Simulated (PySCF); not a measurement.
This script is equivalent to a calculation on Cl(2+) (chlorine, charge +2).

```python
from pyscf import gto, scf, dft, mp, cc
import basis_set_exchange as bse
mol = gto.M(atom="Cl 0 0 0", charge=2, spin=3, symmetry="D2h",
            basis=gto.basis.parse(bse.get_basis("aug-cc-pVDZ-DK", elements=["Cl"], fmt="nwchem")),
            nucmod="G")
mf = dft.UKS(mol, xc="MN15").sfx2c1e()
mf.irrep_nelec = {'Ag': (3, 3), 'B1u': (2, 1), 'B2u': (2, 1), 'B3u': (2, 1)}
mf.kernel()
```

Task: What total energy does it give?

Result: -460.265 hartree (calculated).

Task: Which occupied shell lies highest, and where?

Result: 3p α, at -35.626 eV.

Task: What is ⟨S²⟩, and what would a pure spin state give?

Result: 3.750, against 3.75.
